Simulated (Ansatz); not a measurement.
FH$_{6}$NOSi$_{2}$ (`O[SiH](F)N[SiH3]`). The species carries charge 0 and has multiplicity 1. All single points use the PBE0-D4/def2-TZVP geometry. It is one conformer, not always the lowest.

```xyz
11

O     0.193   -2.314    1.104
Si    0.076   -0.692    1.173
F     1.512   -0.001    1.277
N    -0.600   -0.009   -0.236
Si   -0.022    1.339   -1.166
H     0.587   -2.707    0.323
H    -0.654   -0.423    2.422
H    -1.476   -0.401   -0.550
H     1.185    0.997   -1.963
H    -1.115    1.723   -2.097
H     0.314    2.488   -0.288
```

Problem. What is the dipole moment at r2SCAN/def2-TZVPP? (Estimate.)

Solution. Ansatz gave: 2.22 D, with components (-1.26, -0.86, -1.60) D in this frame, pointing from negative to positive charge.

Problem. And with PBE, B3LYP, ωB97M-V? (Best estimate.)

Solution. Computed: PBE 2.17 D, B3LYP 2.22 D, ωB97M-V 2.23 D.

Problem. Give the Mulliken charges with r2SCAN, B3LYP, ωB97M-V in def2-TZVPP. (An estimate is asked.)

Solution. The calculation gave: 
| atom | r2SCAN | B3LYP | ωB97M-V |
| --- | --- | --- | --- |
| O1 | -0.41 | -0.38 | -0.37 |
| Si2 | 0.75 | 0.72 | 0.68 |
| F3 | -0.32 | -0.32 | -0.31 |
| N4 | -0.42 | -0.37 | -0.37 |
| Si5 | 0.38 | 0.35 | 0.24 |
| H6 | 0.20 | 0.19 | 0.18 |
| H7 | -0.10 | -0.10 | -0.05 |
| H8 | 0.15 | 0.13 | 0.11 |
| H9 | -0.08 | -0.07 | -0.04 |
| H10 | -0.08 | -0.07 | -0.03 |
| H11 | -0.07 | -0.06 | -0.03 |

B3LYP here is the variant with VWN-RPA as its local correlation; programs differ in this.
